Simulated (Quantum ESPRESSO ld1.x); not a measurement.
The numbers below are computed, except where a source is named.
Zr35+, 5 electrons, occupied as [He] 2s2 2p1. Code: ld1.x of Quantum ESPRESSO 7.5. Model: scalar-relativistic Kohn-Sham, LDA (Slater exchange, VWN5 correlation), spin-polarised, spherical densities, point nucleus; open shells are filled with parallel spins first. Some entries of the table are withheld. Estimate them.

orbital  occ.  eigenvalue (eV)  <r^2> (bohr^2)  <r> (bohr)
1s up       1       -20583.712        0.001839     0.03695
1s down     1       -20571.584        0.001837     0.03693
2s up       1        -4773.705         0.02730      0.1527
2s down     1        -4753.961         0.02740      0.1530
2p up       1              (1)         0.02065         (2)
2p down     0              (3)         0.02075         (4)
3s up       0        -2026.143          0.1426      0.3541
3s down     0        -2021.174          0.1432      0.3548
3p up       0        -1972.264          0.1299      0.3356
3p down     0        -1966.482          0.1306      0.3365

Answer. 
(1) 2p up eigenvalue (eV): -4598.403
(2) 2p up <r> (bohr): 0.1308
(3) 2p down eigenvalue (eV): -4574.280
(4) 2p down <r> (bohr): 0.1311
